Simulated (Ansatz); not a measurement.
Calculation: PBE0-D3(BJ)/def2-TZVP in Ansatz (a program for electronic structure). No frequencies were computed at this level.

Ansatz 0.2 input:
```yaml
crystal:
  periodic: [false, false, false]
  atoms:
    - { symbol: Te, position_ang: [-0.000991, 0.788123, -0.000001] }
    - { symbol: H, position_ang: [-1.138133, -0.395162, 0.000005] }
    - { symbol: H, position_ang: [1.139123, -0.392961, -0.000003] }
basis:
  gaussian: { orbitals: def2-tzvp }
hamiltonian:
  xc: pbe0
  dispersion: d3bj
relax:
  max_steps: 150
```

Output:

```
Functional definition: PBE0
526 factors; their error is unknown
mean field evaluation 1: about -7325.5288 eV, gradient 6.2e0 eV
mean field evaluation 2: about -7325.5842 eV, gradient 6.0e0 eV
mean field evaluation 4: about -7325.6387 eV, gradient 2.7e-1 eV
mean field evaluation 8: about -7325.7971 eV, gradient 1.8e-2 eV
mean field -7325.79706083 eV, -269.2180763818 hartree, gradient 4.1e-5 eV, S^2 0.000000; 0 other end points of the search recorded, 0 dependent functions left out
reference -7325.79708335 eV, -269.2180772096 hartree; 13, 13 occupied and 49, 49 virtual orbitals, 526 factors
relax step   1: F+E_penalty+E_count = -7325.82151192 eV  Δ(F+E_penalty+E_count) = +0.000e0 eV  max|allowed force component| = 2.686e-1 eV/Å  Δτ_max = 0.0000 Å  (25 SCF iters, accepted)
these checks for a lower state are left out or cut short: starts, cluster_reference, orbital_swaps, neighbouring_geometries, increment
526 factors; their error is unknown
mean field evaluation 16: about -7325.6267 eV, gradient 2.6e0 eV
mean field -7325.79339953 eV, -269.2179418315 hartree, gradient 2.3e-5 eV, S^2 0.000000; 0 other end points of the search recorded, 0 dependent functions left out
reference -7325.79342203 eV, -269.2179426584 hartree; 13, 13 occupied and 49, 49 virtual orbitals, 526 factors
relax step   2: F+E_penalty+E_count = -7325.81778289 eV  Δ(F+E_penalty+E_count) = +3.729e-3 eV  max|allowed force component| = 2.440e-1 eV/Å  Δτ_max = 0.0843 Å  (29 SCF iters, rejected (line search))
these checks for a lower state are left out or cut short: starts, cluster_reference, orbital_swaps, neighbouring_geometries, increment
526 factors; their error is unknown
mean field -7325.80438231 eV, -269.2183454412 hartree, gradient 2.5e-5 eV, S^2 0.000000; 0 other end points of the search recorded, 0 dependent functions left out
reference -7325.80440486 eV, -269.2183462700 hartree; 13, 13 occupied and 49, 49 virtual orbitals, 526 factors
relax step   3: F+E_penalty+E_count = -7325.82881413 eV  Δ(F+E_penalty+E_count) = -7.302e-3 eV  max|allowed force component| = 6.107e-2 eV/Å  Δτ_max = 0.0275 Å  (29 SCF iters, accepted)
these checks for a lower state are left out or cut short: starts, cluster_reference, orbital_swaps, neighbouring_geometries, increment
526 factors; their error is unknown
mean field evaluation 32: about -7325.6466 eV, gradient 5.5e-1 eV
mean field -7325.80482988 eV, -269.2183618891 hartree, gradient 2.4e-5 eV, S^2 0.000000; 0 other end points of the search recorded, 0 dependent functions left out
reference -7325.80485242 eV, -269.2183627175 hartree; 13, 13 occupied and 49, 49 virtual orbitals, 526 factors
relax step   4: F+E_penalty+E_count = -7325.82925485 eV  Δ(F+E_penalty+E_count) = -4.407e-4 eV  max|allowed force component| = 5.849e-3 eV/Å  Δτ_max = 0.0086 Å  (30 SCF iters, accepted)
526 factors; their error is unknown
mean field -7325.80482988 eV, -269.2183618891 hartree, gradient 2.4e-5 eV, S^2 0.000000; 1 other end points of the search recorded, 0 dependent functions left out
reference -7325.80485242 eV, -269.2183627175 hartree; 13, 13 occupied and 49, 49 virtual orbitals, 526 factors
Total energy: -7325.82927739 eV, -269.2192603187 hartree
Atom 0 at    -0.000811     0.778395    -0.000001 Å, force    -0.000042    -0.005849     0.000000 eV/Å
Atom 1 at    -1.173666    -0.390423     0.000005 Å, force     0.001437     0.002950    -0.000000 eV/Å
Atom 2 at     1.174476    -0.387971    -0.000003 Å, force    -0.001395     0.002899    -0.000000 eV/Å
Dipole moment:     0.000048    -0.045691     0.000000 e Å
```

Cost: about 5 core-seconds (a rough figure).
